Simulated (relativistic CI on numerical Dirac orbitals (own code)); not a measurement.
Ligand-field terms of d8

Computed with a parametric ligand-field model of a d^n configuration (Racah B and C, spin-orbit zeta, crystal field), exact diagonalisation.

Field parameters in Wybourne normalisation: Oh B⁴₀ = 21Dq, B⁴₄ = √(5/14) B⁴₀. The field is a parameter set, without covalency.

A d8 ion in Oh symmetry has the ground term 3A2 and bands at 1E 11101 cm⁻¹ (901 nm), 3T2 11200 cm⁻¹ (893 nm), 3T1 16788 cm⁻¹ (596 nm), 1A1 18789 cm⁻¹ (532 nm), 1T2 22122 cm⁻¹ (452 nm), 3T1 26112 cm⁻¹ (383 nm). Which parameters reproduce them?

B = 620, C = 3170, ζ = 0 cm⁻¹, Oh, 10Dq = 11200 cm⁻¹.

Ground term and bands for B = 840, C = 3800, ζ = 0 cm⁻¹, Oh, 10Dq = 33800 cm⁻¹?

Ground term 3A2 with 2.00 electrons in the two orbitals of the cubic e set. Spin-allowed: 3T2 33800 cm⁻¹ (296 nm), 3T1 42945 cm⁻¹ (233 nm), 3T1 71055 cm⁻¹ (141 nm). Lowest spin-forbidden: 1E 14197 cm⁻¹ (704 nm), 1A1 26252 cm⁻¹ (381 nm), 1T2 47877 cm⁻¹ (209 nm). With an A2 ground term the first spin-allowed band lies at |10Dq| itself.

A d8 ion in Oh symmetry has the ground term 3A2 and bands at 1E 9362 cm⁻¹ (1068 nm), 3T2 13750 cm⁻¹ (727 nm), 1A1 16782 cm⁻¹ (596 nm), 3T1 19682 cm⁻¹ (508 nm), 1T2 22966 cm⁻¹ (435 nm), 3T1 30718 cm⁻¹ (326 nm). Which parameters reproduce them?

B = 610, C = 2320, ζ = 0 cm⁻¹, Oh, 10Dq = 13750 cm⁻¹.

Ground term and bands for B = 470, C = 2430, ζ = 0 cm⁻¹, Oh, 10Dq = 37100 cm⁻¹?

Ground term 3A2 with 2.00 electrons in the two orbitals of the cubic e set. Spin-allowed: 3T2 37100 cm⁻¹ (270 nm), 3T1 42500 cm⁻¹ (235 nm), 3T1 75850 cm⁻¹ (132 nm). Lowest spin-forbidden: 1E 8585 cm⁻¹ (1165 nm), 1A1 16371 cm⁻¹ (611 nm), 1T2 45650 cm⁻¹ (219 nm). With an A2 ground term the first spin-allowed band lies at |10Dq| itself.

A d8 ion in Oh symmetry has the ground term 3A2 and bands at 1E 17069 cm⁻¹ (586 nm), 3T2 26150 cm⁻¹ (382 nm), 1A1 30302 cm⁻¹ (330 nm), 3T1 36024 cm⁻¹ (278 nm), 1T2 43020 cm⁻¹ (232 nm), 3T1 56976 cm⁻¹ (176 nm). Which parameters reproduce them?

B = 970, C = 4760, ζ = 0 cm⁻¹, Oh, 10Dq = 26150 cm⁻¹.
